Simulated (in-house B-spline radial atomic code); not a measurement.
How numerical settings move a run on Nb, [Kr] 4d4 5s1. Computed with a B-spline radial code for spherical atoms: non-relativistic SCAN, spin-polarised, spherical fractional occupations, point nucleus.

Command:
```bash
python run_scf.py task.json out
```
Settings of the sound reference run:
```
Z                41
electrons        41
configuration    [Kr] 4d4 5s1
hamiltonian      nr
method           scan,scan
spin_polarised   True
knot_spacing     0.22
spline_order     8
gauss_points     12
box_radius       50
max_iterations   70
damping          0.5
damped_steps     3
diis_vectors     10
tolerance        1e-08
start            Thomas-Fermi
```

Time taken, with all properties: 0.49 s on 1 thread of Arm Neoverse N1, with other jobs on the host.

It converges in 9 iterations to -3755.891598 hartree, with 4d up at -4.07867 eV. The other runs change the listed settings, some to values that make no sense; their results aren't properties of the atom or ion. Radii are in bohr (the nuclear one in fm), a minus after a letter asks for a j subshell, and «unchanged» means within 1e-8 hartree. The run stops when the residual is below 10 × tolerance × max(1, Z/10), or a noise floor if that is larger, and the energy moves by less than 1e-8 × √|E| hartree; so very loose and very tight tolerances often act alike.

```tsv
changed settings	outcome
spline_order = 10	converged in 9 iterations, energy +9.57e-05 hartree from the reference, 4d up level -1.2e-03 eV
max_iterations = 50, damping = 0, damped_steps = 8, tolerance = 1e-13, start = bare nucleus	converged in 14 iterations, energy unchanged, 4d up level +2.5e-05 eV
start = bare nucleus	converged in 9 iterations, energy unchanged
gauss_points = 8	converged in 9 iterations, energy -1.23e-04 hartree from the reference, 4d up level +3.7e-04 eV
gauss_points = 6	converged in 9 iterations, energy -5.57e-05 hartree from the reference, 4d up level +1.8e-03 eV
gauss_points = 3	converged in 9 iterations, energy -6.97e+05 hartree from the reference, 4d up level +2.1e+00 eV
electrons = 42, configuration = [Kr] 4d4 5s1 6p-1, max_iterations = 60	stopped with error: j subshells need the Dirac Hamiltonian and l > 0
spline_order = 6	converged in 9 iterations, energy -2.90e-04 hartree from the reference, 4d up level -6.3e-04 eV
hamiltonian = dirac, method = hf, nucleus = fermi, rms_radius = 4.324, mass_number = 93, atomic_mass = 92.90637, speed_of_light = 137.036	stopped with error: spin polarisation is not served with the Dirac Hamiltonian
gauss_points = 5	converged in 9 iterations, energy +5.20e-05 hartree from the reference, 4d up level -1.1e-03 eV
knot_spacing = 0.15, spline_order = 10, max_iterations = 50, damping = 0.95	converged in 10 iterations, energy -1.48e-03 hartree from the reference, 4d up level -2.9e-04 eV
spline_order = 4	converged in 9 iterations, energy +9.96e-04 hartree from the reference, 4d up level -1.7e-03 eV
first_knot = 2.44e-06, max_iterations = 75, diis_vectors = 1, start = bare nucleus	converged in 6 iterations, energy -2.65e-04 hartree from the reference, 4d up level +3.7e-04 eV
gauss_points = 4	converged in 9 iterations, energy -1.00e-04 hartree from the reference, 4d up level -1.1e-03 eV
```

Problem. What happens with spline_order = 5?

Solution. Converged in 9 iterations, energy +4.10e-04 hartree from the reference, 4d up level -3.4e-04 eV.

Problem. What happens with electrons = 43, configuration = [Kr] 4d4 5s3, max_iterations = 100?

Solution. Stopped with error: shell 5s holds at most 1 electrons (per spin).

Problem. What happens with spline_order = 7?

Solution. Converged in 9 iterations, energy +1.07e-04 hartree from the reference, 4d up level -1.4e-03 eV.

Problem. What happens with gauss_points = 16?

Solution. Converged in 9 iterations, energy +3.84e-06 hartree from the reference, 4d up level -8.0e-05 eV.
